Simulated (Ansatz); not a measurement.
Geometry optimisation, RKS PBE/def2-SVP in Ansatz.

input.yaml

```yaml
crystal:
  periodic: [false, false, false]
  atoms:
    - { symbol: In, position_ang: [-1.018576, 0.081121, -0.497433] }
    - { symbol: H, position_ang: [2.000595, 0.332095, -0.669359] }
    - { symbol: Cl, position_ang: [-1.496778, -1.5842, -2.09469] }
    - { symbol: Cl, position_ang: [-1.840055, 2.249399, -0.919132] }
    - { symbol: H, position_ang: [1.584635, 0.144591, -0.127477] }
    - { symbol: "N", position_ang: [-0.134811, -0.412544, 1.348398] }
    - { symbol: H, position_ang: [0.517227, -1.20029, 1.235857] }
    - { symbol: H, position_ang: [0.387664, 0.389927, 1.723736] }
basis:
  gaussian: { orbitals: def2-SVP }
hamiltonian:
  xc: pbe
relax:
  f_tol: 0.03
  max_steps: 50
```

Launched with:

```bash
$ ansatz run input.yaml --threads 2 --pin off --max-ram 3072MiB --backend cpu --events-out ev --progress --plain --runs-dir out
```

**Question.** Where does it end, and by what steps?

**Answer.** The run converged. The force dipped under the threshold on the way, but the program's further checks kept it going. After 13 steps the energy has fallen by 0.208 eV; H2 moved furthest, 0.72 Å.

```csv
step,energy less start (eV),largest force component (eV/Å),accepted
0,0.0000,2.064,yes
1,-0.1677,0.217,yes
2,-0.1979,0.209,yes
3,-0.1974,0.168,no
4,-0.2021,0.062,yes
5,-0.2042,0.052,yes
6,-0.2054,0.026,yes
7,-0.2062,0.030,yes
8,-0.2069,0.074,yes
9,-0.2073,0.122,yes
10,-0.2077,0.126,yes
11,-0.2081,0.067,yes
12,-0.2083,0.004,yes
13,-0.2085,0.009,yes
```

```xyz
8
Properties=species:S:1:pos:R:3
In -1.236 0.045 -0.463
H 2.717 0.391 -0.605
Cl -1.834 -1.638 -2.001
Cl -2.116 2.198 -0.846
H 2.079 0.221 -0.209
N -0.261 -0.407 1.282
H 0.386 -1.200 1.182
H 0.265 0.391 1.660
```

Whether the end is a true minimum wasn't checked by a vibrational analysis.

Time of the run: 22 s on 2 threads of Arm Neoverse V2, on a shared host, peak memory 0.13 GiB.
